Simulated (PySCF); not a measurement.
**Nuclear quadrupole coupling in `FC(F)[C@H]1CCCS1`**

C5H8F2S.
Structure used (GFN2-xTB), in Å, numbered top down from 1:
```
atom  x, y, z in Å
F1     1.1567   -0.3855    1.8598
C2     1.8243    0.1199    0.7990
F3     2.7950   -0.7872    0.5116
C4     0.9302    0.3230   -0.4215
C5    -0.0344   -0.8359   -0.6649
C6    -1.3089   -0.5365    0.1191
C7    -1.6697    0.9063   -0.1874
S8    -0.0909    1.8295   -0.1991
H9     2.3141    1.0511    1.1201
H10    1.6000    0.4878   -1.2686
H11   -0.2613   -0.8949   -1.7308
H12    0.4212   -1.7761   -0.3525
H13   -1.1267   -0.6543    1.1873
H14   -2.1179   -1.2069   -0.1718
H15   -2.1228    1.0124   -1.1734
H16   -2.3166    1.3562    0.5616
```

Field gradients from the PBE0/pcSseg-1 density (PySCF, non-relativistic), principal values in atomic units, ordered |Vxx| ≤ |Vyy| ≤ |Vzz|:

```csv
atom,Vxx,Vyy,Vzz
S8,0.5266,2.5408,-3.0673
```

Q: Find the asymmetry η = (Vxx − Vyy)/Vzz and the couplings χ = eQV/h (234.96 MHz × Q in barn × V in au), with Q(33S) = −0.0678 b.

A: 
```csv
atom,environment,nucleus,η,χzz (MHz),χxx (MHz),χyy (MHz)
S8,sulfide sulfur,33S,0.66,48.86,-8.39,-40.48
```

Q: What is Vzz at S8 in SI units (1 au = 9.71736 × 10²¹ V/m²)?

A: -3.0673 au = -29.807 × 10²¹ V/m².

Q: What couplings would deuterons (Q(2H) = 0.00286 b) have in place of the hydrogens, at this geometry?

A: 
```csv
atom,bonded to,bond length (Å),Vzz (au),η,χzz (kHz)
H9,C2,1.100,0.2683,0.02,180
H10,C4,1.092,0.2969,0.02,200
H11,C5,1.091,0.3033,0.02,204
H12,C5,1.091,0.3042,0.03,204
H13,C6,1.090,0.3005,0.02,202
H14,C6,1.090,0.3089,0.02,208
H15,C7,1.090,0.3038,0.02,204
H16,C7,1.087,0.3117,0.03,209
```

Geometry: GFN2-xTB, one conformer, isolated molecule. GFN2-xTB bond lengths can be off by several hundredths of an ångström, more for odd bonds, and the gradients follow them. With so small a basis the couplings can be 20 % off.
